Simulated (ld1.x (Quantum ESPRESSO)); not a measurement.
## Before and after: PAW potential for cobalt

- Element: cobalt (Co)
- Generator: ld1.x (Quantum ESPRESSO) 7.5
- Type: PAW
- Functional: LDA (PZ)
- Relativity: scalar-relativistic
- Frozen core: [Ne]
- Valence charge: 17
- Reference configuration: 3s2 3p6 3d7.5 4s1.5 4p0
- Partial waves: 3s (bound): rcut 1.05, rcutus 1.25 bohr; 4s (bound): rcut 1.05, rcutus 1.25 bohr; 3p (bound): rcut 1.15, rcutus 1.30 bohr; 4p (bound, empty): rcut 1.15, rcutus 1.30 bohr; 3d (bound): rcut 0.90, rcutus 1.00 bohr; 3d channel at -0.05 Ry: rcut 0.90, rcutus 1.00 bohr
- Local potential: all-electron potential smoothed inside 1.10 bohr (lloc = -2)
- Core correction: Bessel-smoothed model core, default radius (core density twice the valence density)
- Augmentation charge: BESSEL, radius 0.70 bohr

Change: reference 3s2 3p6 3d6 4s0 4p0.

Cutoffs: the cutoffs (Ry, on a coarse ladder) from which the occupation-weighted sum of valence levels, in a spherical-Bessel basis at the reference potential, stays within 10 and 1 mRy of its value at 400 Ry; they do not see the model core or the augmentation charge, which bear on the density cutoff. Errors are all-electron minus pseudo energies relative to the spin-unpolarised reference configuration.

Problem. What does the change do?

Solution. The potential gets softer (140 Ry and 200 Ry → 110 Ry and 200 Ry); the range in which the s phases agree narrows (upper end 3.7 → 1.2); neither file shows a bound ghost.

```tsv
quantity	base	changed
cutoff, loose	140 Ry	110 Ry
cutoff, tight	200 Ry	200 Ry
loose cutoff by channel (10 mRy a level)	s 40 Ry, p 40 Ry, d 90 Ry	s 30 Ry, p 45 Ry, d 90 Ry
bound ghosts	none	none
largest error over its own tests, meV	-15	-20
s: phases at 1.40 bohr within 0.05 rad from the reference energy up to (Ry; the scan ends near 5)	3.7	1.2
p: phases at 1.40 bohr within 0.05 rad from the reference energy up to (Ry; the scan ends near 5)	to the end of the scan	to the end of the scan
d: phases at 1.40 bohr within 0.05 rad from the reference energy up to (Ry; the scan ends near 5)	to the end of the scan	to the end of the scan
lowest overlap eigenvalue by channel	s 0.11, p 0.15, d 0.78	s 0.12, p 0.13, d 0.96
```
